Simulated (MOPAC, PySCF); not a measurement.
C2H5NSi, SMILES `C[SiH]=C=N`, neutral singlet in the gas phase. 

Cartesian coordinates (Å):
```xyz
9

C     -1.5027    -0.1760    -0.2773
Si    -0.1698     0.4030     0.9460
C      1.4291    -0.0835     0.2826
N      2.5066    -0.6192     0.2169
H     -1.5108     0.4065    -1.1983
H     -1.3509    -1.2275    -0.5261
H     -2.4832    -0.0884     0.1937
H     -0.0503     1.8884     0.9408
H      3.1319    -0.5033    -0.5783
```
Charge 0, multiplicity 1.

All levels are single points at this geometry (B3LYP-D3(BJ)/def2-TZVP); Pople sets use spherical d functions. Orbital energies aren't observables, and empty levels follow the basis.

| level | HOMO (eV) | LUMO (eV) | gap (eV) | dipole (D) | vertical IE, Delta-SCF (eV) |
|---|---|---|---|---|---|
| B3LYP-D3(BJ)/def2-TZVP in PySCF | -5.50 | -1.77 | 3.73 | 1.94 | 7.72 |
| M06-2X/def2-TZVP in PySCF | -6.54 | -0.79 | 5.75 | 1.96 | 7.62 |
| B3LYP/6-311+G** in PySCF | -5.53 | -1.83 | 3.70 | 1.96 | – |
| B3LYP/6-31G* in PySCF | -5.30 | -1.45 | 3.85 | 2.27 | 7.60 |
| BP86/6-31G* in PySCF | -4.68 | -2.10 | 2.58 | 2.29 | – |
| HF/6-31G* in PySCF | -7.39 | 1.85 | 9.24 | 2.61 | 6.44 |
| HF/STO-3G in PySCF | -4.54 | 5.74 | 10.28 | 1.77 | – |
| AM1 in MOPAC | -7.70 | -0.84 | 6.85 | 2.38 | – |
| PM6 in MOPAC | -7.06 | -1.04 | 6.02 | 2.23 | – |
